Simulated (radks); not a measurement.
All-electron atom: Br15+ in [Ar] 3d2 (the NIST ground configuration).

Method: non-relativistic Kohn-Sham, LB94 model potential, spin-polarised, spherical densities, point nucleus; open shells are filled with parallel spins first; computed with a radial shooting solver on a logarithmic mesh with Libxc functionals.

Energy parts (eV):
kinetic: 67144.464
electron-nucleus: -150156.836
Hartree: 18021.210
(The LB94 potential has no energy functional, so no total or exchange-correlation energy is given.)

Orbitals (lengths in bohr, moments of r in powers of bohr):
orbital  occ.  eigenvalue (eV)  <1/r>       <r^4>
1s down     1        -13690.93  34.53  0.00001645
1s up       1        -13690.83  34.53  0.00001645
2s down     1        -2223.812  7.689    0.003196
2s up       1        -2223.380  7.684    0.003212
2p down     3        -2060.441  7.673    0.002202
2p up       3        -2059.928  7.670    0.002213
3s up       1        -677.4241  2.796      0.1333
3s down     1        -672.5395  2.786      0.1348
3p up       3        -620.4848  2.736      0.1324
3p down     3        -615.5853  2.728      0.1341
3d up       2        -525.7532  2.614      0.1097
3d down     0        -521.3193  2.615      0.1109

The highest occupied level is 3d up at -525.75 eV. For comparison, the ionisation energy in NIST's Atomic Spectra Database is 530 eV (theoretical). In exact Kohn-Sham theory the highest level is minus the ionisation energy, but local and semilocal functionals leave it too shallow, through self-interaction and a potential that decays too fast; potentials with the right tail come closer. The density falls to 0.001 e/bohr^3 at r = 1.41 bohr. The electron density at the nucleus is 2.967e+04 e/bohr^3. The spin density at the nucleus is 0.690 e/bohr^3 (1s 0.173, 2s -1.468, 3s 1.985), a Fermi contact field of 36.2 T. Spin moment in Bohr magnetons: 2. Summed over all electrons, <r^2> = 3.146 bohr^2, which gives a Langevin (diamagnetic) susceptibility term of -2.49 x 10^-6 cm^3/mol.
